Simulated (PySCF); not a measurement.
# Computed records: BGeH6N2, AlBGeH5N, CH6GeN, ClGeHOSi

Computed with PySCF 2.14.0. Calculation on a computer-drawn molecule: optimised geometry and harmonic frequencies of an isolated molecule of the commonest isotopes, restricted reference for singlets and unrestricted otherwise, frozen core in MP2; on germanium a core potential holds 10 electrons, which the energies leave out, and 3d is frozen in MP2 and coupled-cluster steps.

Common to all runs: multiplicity 1; method HF.

(1) BGeH6N2

Start structure:
```xyz
10
BGeH6N2
N     -1.4929    -2.1147     0.4953
B     -0.7116    -1.8167    -0.5186
N     -0.0152    -0.5031    -0.6765
Ge     0.0664     0.8307     0.3846
H     -1.7962    -1.4093     1.1775
H     -1.9793    -2.9999     0.6142
H     -0.4755    -2.5899    -1.3890
H      0.4242    -0.3264    -1.5542
H      0.7898     2.0788    -0.0905
H     -0.6001     0.7326     1.8428
```

It was run with charge 1, basis cc-pVDZ and basis and core potential on germanium cc-pVDZ-PP ECP10MDF.

It finds rotational constants 14.44, 2.296, 1.981 GHz; total energy -430.2864 hartree; convergence status largest gradient component 3.095e-05 hartree/bohr.

Drawn bonds:
```
atom  other atom  order
   1           2      1
   2           3      1
   3           4      1
   1           5      1
   1           6      1
   2           7      1
   3           8      1
   4           9      1
   4          10      1
```

Optimised structure:
```xyz
10
BGeH6N2
N     -1.5161    -2.1367     0.5363
B     -0.7325    -1.7945    -0.5482
N     -0.0241    -0.4810    -0.6630
Ge     0.0528     0.8947     0.3866
H     -1.7084    -1.5888     1.3485
H     -1.9680    -3.0291     0.5629
H     -0.5761    -2.5373    -1.4641
H      0.5046    -0.3905    -1.5154
H      0.8780     2.0774    -0.0475
H     -0.7004     0.8678     1.6895
```

Modes:
```
frequency (cm⁻¹)  reduced mass (dalton)
           46.33                  1.553
           164.1                  4.376
             267                  1.216
           476.5                  1.841
             564                   1.46
           613.8                   1.19
           620.6                  1.632
           693.3                  1.125
           758.1                  1.068
           767.4                  2.999
           919.2                  1.079
           967.7                  1.618
           991.2                  1.367
            1094                  1.816
            1214                  1.392
            1417                   1.79
            1485                  2.102
            1770                  1.247
            2355                  1.014
            2382                  1.028
            2799                  1.101
            3766                  1.076
            3813                  1.053
            3908                  1.098
```

(2) AlBGeH5N

Start structure:
```xyz
9
AlBGeH5N
N     -2.7702     0.2442     1.9823
B     -1.4501    -0.0033     1.9559
Al     0.3958     0.3868     2.9074
Ge    -0.5733     0.2165     0.0184
H     -3.3938     0.1963     2.8655
H     -3.3770     0.4383     1.1191
H     -1.4073    -0.0554    -1.1905
H      0.7147    -0.5847    -0.2618
H      0.0142     1.6365    -0.3312
```

Here we set charge 0, basis cc-pV(D+d)Z and basis and core potential on germanium cc-pVDZ-PP ECP10MDF.

It finds rotational constants 5.319, 1.581, 1.237 GHz; total energy -617.3233 hartree; convergence status largest gradient component 3.647e-05 hartree/bohr.

Drawn bonds:
```
atom  other atom  order
   1           2      1
   2           3      1
   2           4      1
   1           5      1
   1           6      1
   4           7      1
   4           8      1
   4           9      1
```

Optimised structure:
```xyz
9
AlBGeH5N
N     -2.6663     0.1781     1.9381
B     -1.2800     0.3030     1.8176
Al     0.0683     0.4836     3.6146
Ge    -0.5437     0.3108    -0.1608
H     -3.1494     0.1606     2.8143
H     -3.2934     0.0959     1.1611
H     -1.6571     0.1733    -1.2246
H      0.4525    -0.8396    -0.4100
H      0.2220     1.6094    -0.4852
```

Modes:
```
frequency (cm⁻¹)  reduced mass (dalton)
           79.74                  1.062
           95.23                  8.707
           207.2                  3.063
           238.5                  2.722
           321.6                  7.496
           484.4                   1.23
           485.1                  1.585
           656.8                  1.244
           675.4                  2.521
           701.3                   1.13
           904.9                  1.041
           966.2                  1.018
           969.8                  1.018
            1105                   1.44
            1344                   5.15
            1772                  1.171
            2142                  1.022
            2161                  1.023
            2179                  1.014
            3771                   1.05
            3859                  1.098
```

(3) CH6GeN

Start structure:
```xyz
9
CH6GeN
N     -0.8722     1.7026    -0.3040
C     -0.6769     0.4499    -0.8657
Ge    -2.5558    -0.3960    -1.2649
H      0.0318     2.2834    -0.3281
H     -1.4420     2.2834    -0.9195
H     -0.1022     0.4279    -1.8533
H     -0.1092    -0.1965    -0.2191
H     -2.5038    -1.4175     0.1568
H     -1.8194    -1.7423    -2.0101
```

Settings of this run: charge -1, basis aug-cc-pVDZ and basis and core potential on germanium aug-cc-pVDZ-PP ECP10MDF.

Results for CH6GeN: rotational constants 26.04, 3.409, 3.186 GHz; total energy -389.1628 hartree; convergence status largest gradient component 2.124e-05 hartree/bohr.

Drawn bonds:
```
atom  other atom  order
   1           2      1
   2           3      1
   1           4      1
   1           5      1
   2           6      1
   2           7      1
   3           8      1
   3           9      1
```

Optimised structure:
```xyz
9
CH6GeN
N     -0.7993     1.7387    -0.2953
C     -0.6284     0.4002    -0.8907
Ge    -2.4465    -0.4946    -1.2810
H      0.0091     2.3170    -0.4401
H     -1.5751     2.2058    -0.7288
H     -0.0914     0.4477    -1.8497
H     -0.0206    -0.2018    -0.2106
H     -2.6610    -1.2402     0.1265
H     -1.8364    -1.7780    -2.0381
```

Modes:
```
frequency (cm⁻¹)  reduced mass (dalton)
           157.3                  1.158
           247.7                  3.469
             269                  1.151
           498.3                  2.658
           616.2                  1.059
           708.2                  1.153
           840.2                  1.189
           943.5                  1.027
           950.4                  1.305
            1098                  3.623
            1167                  1.114
            1317                  1.186
            1394                   1.35
            1583                  1.077
            1760                  1.084
            1799                  1.023
            1824                  1.019
            3065                  1.072
            3163                  1.089
            3682                   1.05
            3761                  1.093
```

(4) ClGeHOSi

Start structure:
```xyz
5
ClGeHOSi
O     -4.1202    -2.0859     3.7632
Si    -3.0190    -2.0263     2.8113
Ge    -1.4120    -0.2363     3.4787
Cl    -1.1672     0.7456     1.5470
H     -2.9659    -2.9126     1.5789
```

It was run with charge 0, basis cc-pV(D+d)Z and basis and core potential on germanium cc-pVDZ-PP ECP10MDF.

The calculation gives: rotational constants 4.747, 1.529, 1.207 GHz; total energy -1117.2830 hartree; convergence status largest gradient component 3.909e-06 hartree/bohr.

Drawn bonds:
```
atom  other atom  order
   1           2      2
   2           3      1
   3           4      1
   2           5      1
```

Optimised structure:
```xyz
5
ClGeHOSi
O     -4.2344    -2.1636     3.7439
Si    -3.0294    -1.9671     2.8657
Ge    -1.3096    -0.2708     3.5200
Cl    -1.2882     0.5761     1.4651
H     -2.8227    -2.6901     1.5844
```

Modes:
```
frequency (cm⁻¹)  reduced mass (dalton)
           35.48                  6.935
           98.75                  7.803
           163.4                  11.87
           346.1                  7.186
           385.2                  36.97
           522.1                  1.402
           868.7                  1.139
            1297                  17.32
            2281                  1.045
```
